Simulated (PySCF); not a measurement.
H4O4Si (SMILES O[Si](O)(O)O), singlet, geometry from GFN2-xTB. Base run: PySCF with SVWN5/STO-3G.

Geometry (Å):
```xyz
9

O      0.7166     1.1898    -0.8430
Si     0.0000     0.0000     0.0000
O     -1.0281     0.7168     1.0339
O     -0.6874    -0.9917    -1.0880
O      0.9990    -0.9149     0.8971
H      1.0101     1.9649    -0.3738
H     -1.3994     0.1953     1.7391
H     -1.1588    -0.6053    -1.8198
H      1.5481    -1.5549     0.4545
```
All else is at PySCF's defaults.
Base energy -581.85146 Eh.

Variants of this job, named by their change:

```csv
change,ΔE vs base (mEh),grid points,electrons on the grid
base,0.000,114744,50.00000
small_rho_cutoff = 0,0.000,114744,50.00000
grids.radi_method = delley,0.000,122352,50.00000
grids.radi_method = mura_knowles,0.000,109472,50.00000
grids.prune = off,0.000,185720,50.00000
"grids.atom_grid = (75, 302)",-0.027,129552,50.00002
grids.level = 0,-111.7,8448,50.01552
"grids.atom_grid = (99, 590)",0.001,287504,50.00000
grids.level = 4,0.001,204792,50.00000
"grids.atom_grid = (50, 194)",0.005,58816,50.00001
grids.level = 7,0.001,634496,50.00000
```
